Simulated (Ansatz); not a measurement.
**A basis-limit estimate, worked out**

The pair of Li⁺ (SMILES [Li+], atom 1) and OH⁻ (SMILES [OH-], atoms 2–3), both closed shells, in one local arrangement (a lower one may exist), relaxed at PBE0-D4/def2-TZVP:

Li1  (-0.011, -0.077, -1.361)
O2  (0.002, 0.011, 0.207)
H3  (0.009, 0.065, 1.154)
(Å)

Both fragments are computed in the basis of the whole pair.

Program: Ansatz 0.2.0. Basis: def2-TZVPPD and def2-QZVPPD. Cores are frozen in the correlated methods. The outer core shell of Li, Na, Mg and K is correlated.

Energies in eV:

| quantity | pair | first fragment | second fragment |
| --- | --- | --- | --- |
| Hartree–Fock, triple zeta (X = 3) | -2257.33479 | -196.91189 | -2052.16630 |
| Hartree–Fock, quadruple zeta (X = 4) | -2257.44362 | -196.91260 | -2052.24092 |
| MP2 correlation, X = 3 | -8.26082 | -0.82105 | -7.72612 |
| MP2 correlation, X = 4 | -8.83497 | -0.82182 | -8.27045 |
| CCSD(T) correlation, X = 3 | -8.63139 | -0.93886 | -7.92775 |

(1) Work out the interaction energy at the basis limit: extrapolate Hartree–Fock as E(X) = E∞ + A exp(−7.88 √X) and the MP2 correlation as E(X) = E∞ + B X^−2.97 (the exponents that Neese and Valeev fitted for def2-TZVPP and QZVPP, reused here for the diffuse sets), then add CCSD(T) − MP2 in triple zeta.

The T1 diagnostic stays at or below 0.027.

Answers

(1) Each step is linear, so take the differences first (pair − first fragment − second fragment): Hartree–Fock -8.25660 (X = 3) and -8.29010 (X = 4); MP2 correlation 0.28635 and 0.25730; CCSD(T) correlation 0.23522.
Two points give E∞ = E(4) + w [E(4) − E(3)], with w = 1/(exp(7.88 (2 − √3)) − 1) = 0.1377 for Hartree–Fock and w = 1/((4/3)^2.97 − 1) = 0.7407 for the correlation.
Hartree–Fock: -8.29010 + 0.1377 × (-0.03350) = -8.2947 eV.
MP2 correlation: 0.25730 + 0.7407 × (-0.02905) = 0.2358 eV.
CCSD(T) − MP2: 0.23522 − 0.28635 = -0.0511 eV.
Sum: -8.2947 + 0.2358 + (-0.0511) = -8.1100 eV, or -187.02 kcal/mol. Plain CCSD(T) in triple zeta gives -8.0214 eV, so the larger basis shifts the result by -0.0886 eV.

For scale, one of the runs: CCSD(T)/def2-TZVPPD, 79 basis functions, launched by `ansatz run in.yaml --threads 2 --pin off --events-out ev --progress --plain --max-ram 5222MiB`. The run took about 0.55 s on 2 CPU threads of an Intel Xeon 6975P-C (shared host).
